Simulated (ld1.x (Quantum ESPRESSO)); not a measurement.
# Pseudopotential generation for Sm: TM, PBEsol, scalar-relativistic.

* Element: samarium
* Generator: ld1.x (Quantum ESPRESSO) 7.5
* Type: norm-conserving Troullier–Martins (Kleinman–Bylander form)
* Functional: PBEsol
* Relativity: scalar-relativistic
* Frozen core: [Kr] 4d10
* Valence charge: 16
* Reference configuration: 4f6 5s2 5p6 5d0 6s1.5 6p0 (charge +0.5)
* Partial waves: 5s (bound): rc 1.90 bohr; 5p (bound): rc 2.80 bohr; 5d (bound, empty): rc 2.80 bohr; 4f (bound): rc 1.55 bohr
* Local potential: the f channel
* Core correction: none

Occupied shells without a wave of their own: 6s. They enter only through the test configuration that unscreens the potential.

All-electron outer shells of the reference configuration (PBEsol, scalar-relativistic, ld1.x):

```csv
shell,level (eV),outermost node (bohr),outermost maximum (bohr)
4p,-250.08,0.30,0.56
4d,-131.59,0.28,0.59
5s,-46.24,0.69,1.27
5p,-26.19,0.74,1.43
6s,-5.95,1.69,3.57
4f,-5.42,–,0.61
5d,-4.34,0.84,2.14
6p,-3.16,2.04,4.59
```

What the tests gave:

| Property | Result |
| --- | --- |
| Cutoffs needed | 160 Ry and 230 Ry (the cutoffs (Ry, on a coarse ladder) from which the occupation-weighted sum of valence levels, in a spherical-Bessel basis at the reference potential, stays within 10 and 1 mRy of its value at 400 Ry) |
| Ghost test | ghost states, extra bound levels that the all-electron valence spectrum of the same l lacks: s at -357.6 eV, p at -127.6 eV; a true bound ghost makes a file unfit for plane-wave use (spherical-Bessel basis up to 400 Ry, 20 bohr box) |
| Largest excitation error | +66 meV (all-electron minus pseudo) for 4f5 5s2 5p6 5d1 6s1 6p0, out of 7 test configurations |

Generation and tests took about 13 s on one core of a shared server CPU.
